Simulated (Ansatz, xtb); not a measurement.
## F4H2In2: which of two structures lies lower

Structure a: a singlet given by its coordinates. Structure b: a singlet given by its coordinates. Both are isolated molecules in the gas phase, relaxed with PBE0-D4/def2-SVP.

a (Å):

```xyz
8

F     0.2834    1.4201    1.8282
F     3.3207    0.7490    1.2267
F     0.6633    0.0400   -0.3459
F     0.5101    3.1714   -0.8021
In    1.6450   -0.1840    1.5262
In   -0.5866    1.7394   -0.0847
H     1.2113   -1.5959    2.3466
H    -2.2354    1.3748   -0.1414
```

Close contacts (Å): F1–In5 2.13, F1–In6 2.13, F2–In5 1.94, F3–In5 2.13, F3–In6 2.13, F4–In6 1.94, In5–H7 1.69, In6–H8 1.69.

b (Å):

```xyz
8

F    -1.2037    1.2242    2.9964
F    -1.3407    1.7837   -0.0466
F     0.6838    0.3186    0.7139
F     0.5489    0.8812   -2.3292
In   -1.3360    0.1889    1.3545
In    0.6795    1.9145   -0.6859
H    -2.1686   -1.2022    0.8911
H     1.5112    3.3054   -0.2203
```

Close contacts (Å): F1–In5 1.95, F2–In5 2.12, F2–In6 2.12, F3–In5 2.12, F3–In6 2.12, F4–In6 1.95, In5–H7 1.69, In6–H8 1.69.

Task: Which of the two would you expect CCSD(T)/def2-SVP + ΔMP2/def2-TZVPP electronic energies to favour?

Result: Structure b; the calculation gives E(b) − E(a) = −1.85 kcal/mol.

How the difference moves with the method:

```tsv
level	geometry	E(b) − E(a) (kcal/mol)	departure from the last row (kcal/mol)	job, with rough time for the two
PBE0-D4/def2-SVP	PBE0-D4/def2-SVP	−1.58	+0.27	optimisation, 58 s
HF/def2-SVP	PBE0-D4/def2-SVP	−1.93	−0.07	part of the CCSD(T) run
MP2/def2-SVP	PBE0-D4/def2-SVP	−1.47	+0.38	part of the CCSD(T) run
CCSD(T)/def2-SVP	PBE0-D4/def2-SVP	−1.54	+0.31	single point
CCSD(T)/def2-SVP + ΔMP2/def2-TZVPP	PBE0-D4/def2-SVP	−1.85		single point, 62 s
```

The levels shown agree on the order. The largest departure from CCSD(T)/def2-SVP + ΔMP2/def2-TZVPP is that of MP2/def2-SVP, 0.38 kcal/mol. Levels run at GFN2-xTB geometries aren't shown. The last row adds to CCSD(T) the change of the MP2 difference between the two basis sets, here −0.31 kcal/mol.

With thermal terms from frequencies at re-optimised GFN2-xTB minima (ideal gas, soft modes damped towards free rotors, one conformer each, 298.15 K, 1 atm): on the last row, ΔE + ΔZPE = −1.93, ΔH = −1.86, ΔG = −1.91 kcal/mol.

The correlated steps freeze 12 core orbitals; the filled d shell of In is correlated, in a basis made for valence electrons. Atoms past krypton carry core potentials in the def2 sets and no spin–orbit term is included. Codes used: Ansatz 0.2.0, xtb 6.7.1; the last row on 2 threads of Intel(R) Xeon(R) Platinum 8375C CPU @ 2.90GHz (Ice Lake) on a shared host.
